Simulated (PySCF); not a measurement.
Compound: C2H6Se.
InChI=1S/C2H6Se/c1-2-3/h3H,2H2,1H3

Theory: PySCF, TDDFT wB97X-D/def2-SVPD, vertical, gas phase, core orbitals frozen in the response. Isolated species at its PBE0-D3(BJ)/def2-SVP geometry (one conformer only). Relativistic effects, spin–orbit coupling among them, are left out although an element past zinc is present. Torsions of this conformer, `[CH3:1][CH2:2][SeH:3]`: H–Se3–C2–C1 -64°.

| state | E (eV) | E (kJ/mol) | λ (nm) | f | \|μ\| (D) | main configurations (H = HOMO, L = LUMO) |
| --- | --- | --- | --- | --- | --- | --- |
| S1 | 4.91 | 473 | 252.8 | 0.0032 | 0.41 | H→L (85%), H→L+4 (8%) |
| S2 | 5.72 | 552 | 216.6 | 0.039 | 1.35 | H→L+1 (92%) |
| S3 | 6.85 | 661 | 181.0 | 0.016 | 0.79 | H→L+2 (86%) |
| S4 | 7.06 | 681 | 175.7 | 0.055 | 1.44 | H→L+3 (59%), H→L+4 (18%), H→L+2 (9%) |
| S5 | 7.36 | 710 | 168.5 | 0.045 | 1.26 | H→L+4 (48%), H→L+3 (34%) |
| S6 | 7.72 | 745 | 160.7 | 0.063 | 1.47 | H→L+5 (42%), H-1→L (29%) |
| S7 | 7.80 | 753 | 158.9 | 0.035 | 1.09 | H-1→L (42%), H→L+5 (36%) |
| S8 | 8.30 | 800 | 149.4 | 0.032 | 1.01 | H→L+6 (45%), H-1→L+1 (26%) |
| S9 | 8.36 | 807 | 148.2 | 0.205 | 2.54 | H-1→L+1 (36%), H→L+8 (22%), H→L+6 (18%) |
| S10 | 8.45 | 815 | 146.8 | 0.133 | 2.03 | H→L+8 (52%), H-1→L (19%), H-1→L+1 (14%) |

Triplets (Tamm–Dancoff): T1 4.52 eV, H→L (80%), H→L+4 (10%); T2 5.29 eV, H→L+1 (80%), H→L+5 (13%); T3 6.70 eV, H-1→L (74%), H-1→L+4 (9%); T4 6.75 eV, H→L+3 (33%), H→L+4 (20%), H→L+2 (15%).

The lowest singlet comes at 253 nm (473 kJ/mol) in the ultraviolet; it is very weak; its leading configuration is HOMO→LUMO (85%). The most intense listed level is S9 at 8.36 eV (148 nm, f = 0.205), 3.46 eV above S1. Löwdin shares by element: HOMO selenium 78%, carbon 9% or more, hydrogen 6% or more; LUMO selenium 64%, carbon 15%, hydrogen 10% or more. The listed states span 3.54 eV, and the widest gap between neighbours is 1.13 eV (S2 to S3). The oscillator strengths of these states sum to 0.627; summed over the whole spectrum of an exact calculation they would give the number of electrons, 52 (Thomas–Reiche–Kuhn). Weighted by f, the mean energy of these states is 7.87 eV. The vertical ionisation energy (ΔSCF) is 8.87 eV, 0.42 eV above S10. Singlets were solved by full linear response, triplets in the Tamm–Dancoff approximation.
